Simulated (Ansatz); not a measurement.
Born–Oppenheimer molecular dynamics of BFH4O2Si (9 atoms, charge 0, multiplicity 1). It starts at the highest image of a converged band. Of that band: The profile has 2 maxima (images 2, 5) with wells between them (image 3): this band takes more than one step, which may be the mechanism or a detour left from its start path. Neighbouring images differ by up to 2.6 eV, so the band resolves the path poorly. A vibrational analysis at the climbing image gives one clearly imaginary mode, 1352i cm⁻¹: a first-order saddle point.

All numbers below come from RKS r2SCAN/def2-SVP (Ansatz).

```
ensemble                      : NVE (velocity Verlet)
time step                     : 0.5 fs
steps asked                   : 200
starting velocities drawn for : 100 K
seed                          : 10427
```

First frame:

```xyz
9
Properties=species:S:1:pos:R:3
B 0.056 1.218 1.604
O 0.321 0.820 0.334
Si -0.542 -0.136 -0.743
O 0.533 -1.652 -0.845
F -0.197 0.531 -2.191
H 0.909 1.851 2.182
H -1.005 0.942 2.125
H -0.760 -1.750 -0.719
H 0.774 -1.871 -1.766
```

Problem. How far do the bonds stretch over the last three quarters of this one trajectory? (Pairs bonded in most of those frames.)

Solution. 
| bond | mean (Å) | spread (Å) | shortest | longest |
| --- | --- | --- | --- | --- |
| B1–O2 | 1.361 | 0.010 | 1.35 | 1.38 |
| B1–H6 | 1.212 | 0.008 | 1.20 | 1.23 |
| B1–H7 | 1.218 | 0.010 | 1.20 | 1.24 |
| O2–Si3 | 1.729 | 0.038 | 1.66 | 1.79 |
| Si3–F5 | 1.659 | 0.035 | 1.60 | 1.71 |
| O4–H8 | 0.978 | 0.033 | 0.92 | 1.04 |
| O4–H9 | 0.974 | 0.016 | 0.94 | 1.00 |

Mean temperature of the second half: 701 K. The conserved energy stayed within 0.16 meV per atom of its start (net change 0.0054 meV per atom), so the integration is sound. The system heated up, since it started high on the potential surface and ran downhill. A run of 0.1 ps of so small a system gives no equilibrium averages. The orbitals stay closed-shell, which can raise the energy where a bond breaks towards radicals; this wasn't checked here.

Run time: 3.6 min on 2 threads of INTEL(R) XEON(R) PLATINUM 8581C CPU @ 2.30GHz (Emerald Rapids), with other jobs on the host, peak memory 0.16 GiB.
